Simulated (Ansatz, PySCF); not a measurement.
Reaction (SMILES): Cl[SiH]Cl → Cl[SiH-]Cl (an electron is taken up)
Structures are relaxed separately at B3LYP-D3(BJ)/def2-TZVP in Ansatz (a first-principles code).

Wanted: adiabatic electron affinity (0 K, with B3LYP-D3(BJ) harmonic zero-point energies from PySCF), positive where the reaction releases energy, in eV. Valence correlation only, unless marked. UHF or UKS for open shells. No spin-orbit coupling. Non-relativistic. Anions need diffuse functions: aug- sets have them; def2-D sets add few; the other sets have none. Basis-set limits of correlation are two-point, X^-3; Hartree-Fock from the larger set. [CCSD(T)-MP2]/basis is that difference in the basis named.

```tsv
level	program	adiabatic electron affinity (eV)
BP86-D4/def2-TZVPD	PySCF + dftd4	___
r2SCAN-D3(BJ)/def2-TZVPD	Ansatz + dftd3	___
PBE0/6-31G*	Ansatz	2.24
PBE0/def2-QZVPP	Ansatz	2.16
BHLYP-D3(BJ)/def2-TZVPD	Ansatz + dftd3	2.18
BHLYP/def2-TZVPD	Ansatz	2.18
TPSSh/def2-TZVPD	PySCF	2.21
wB97M-V/def2-TZVPD	Ansatz	___
B2GP-PLYP-D4/def2-TZVPD	Ansatz + dftd4	2.24
B2GP-PLYP/def2-TZVPD	Ansatz	2.23
B2PLYP-D4/def2-TZVPD	Ansatz + dftd4	2.27
B2PLYP/def2-TZVPD	Ansatz	2.26
SCS-MP2/6-31G	Ansatz	2.81
RI-MP2/CBS(aug-cc-pV(T+d)Z,aug-cc-pV(Q+d)Z)+[CCSD(T)-MP2]/aug-cc-pV(T+d)Z	Ansatz	___
```

Q: Complete the blanks.

A: 
- BP86-D4/def2-TZVPD, adiabatic electron affinity (eV): 2.43
- r2SCAN-D3(BJ)/def2-TZVPD, adiabatic electron affinity (eV): 2.11
- wB97M-V/def2-TZVPD, adiabatic electron affinity (eV): 2.41
- RI-MP2/CBS(aug-cc-pV(T+d)Z,aug-cc-pV(Q+d)Z)+[CCSD(T)-MP2]/aug-cc-pV(T+d)Z, adiabatic electron affinity (eV): 2.39
